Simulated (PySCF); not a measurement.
Compound: CH7B2FN2.
Bonds: B1–N2, N2–C3, N2–B4, B4–N5, B4–F6. Hydrogens: H7, H8 on B1; H9, H10, H11 on C3; H12, H13 on N5.

A GFN2-xTB structure with every atom displaced at random (by about 0.01 Å) was refined with PySCF, PBE0-D3(BJ)/def2-SVP geometry optimisation, gas phase. Values at the start:

| coordinate | start |
| --- | --- |
| B1–N2 | 1.371 Å |
| B1–H7 | 1.188 Å |
| N2–C3 | 1.470 Å |
| N2–B4 | 1.478 Å |
| C3–H9 | 1.079 Å |
| B4–N5 | 1.354 Å |
| B4–F6 | 1.346 Å |
| N5–H12 | 1.000 Å |
| B1–N2–C3 | 120.9° |
| B1–N2–B4 | 123.0° |
| N2–B4–N5 | 126.0° |
| N2–B4–F6 | 115.3° |
| C3–N2–B4 | 116.1° |
| N5–B4–F6 | 118.7° |

**Question.** How do these coordinates change at the PBE0-D3(BJ)/def2-SVP level?

**Answer.** 
```tsv
coordinate	PBE0-D3(BJ)/def2-SVP (Å or °)	change
B4–N5	1.396	+0.042
B1–N2	1.401	+0.030
B1–H7	1.210	+0.022
C3–H9	1.101	+0.022
N2–B4	1.459	-0.019
N2–C3	1.459	-0.011
N5–H12	1.009	+0.009
B4–F6	1.345	-0.001
N2–B4–F6	116.6	+1.3
N2–B4–N5	124.9	-1.1
B1–N2–B4	122.8	-0.2
N5–B4–F6	118.6	-0.1
C3–N2–B4	116.3	+0.2
B1–N2–C3	120.9	0.0
```

The energy falls by 14.1 kJ/mol over 6 energy and gradient evaluations, the largest force component goes from 0.0427 to 3.7e-04 Eh/bohr, and the atoms move by 0.039 Å rms after alignment. The bond that changes most is B4–N5 (three-coordinate boron to boron-bound nitrogen), which lengthens by 0.042 Å. Bonds longer at the end by more than 0.005 Å: 8 of 12; shorter: 3. Rotational constants go from 5021, 3316, 2022 to 4919, 3311, 2004 MHz.

The run used 119 basis functions and 36 SCF cycles in all. On Intel Xeon 6975P-C, one thread (shared host), this took 21 s wall and 0.52 GiB of memory at its peak.

No frequency check. The numbers are those of one conformer.

Conformer computed: `[BH2:1][N:2]([CH3:3])[B:4]([NH2:5])[F:6]`: B1–N2–B4–N5 0°, H–N5–B4–N2 1°, H–N5–B4–N2 179°.
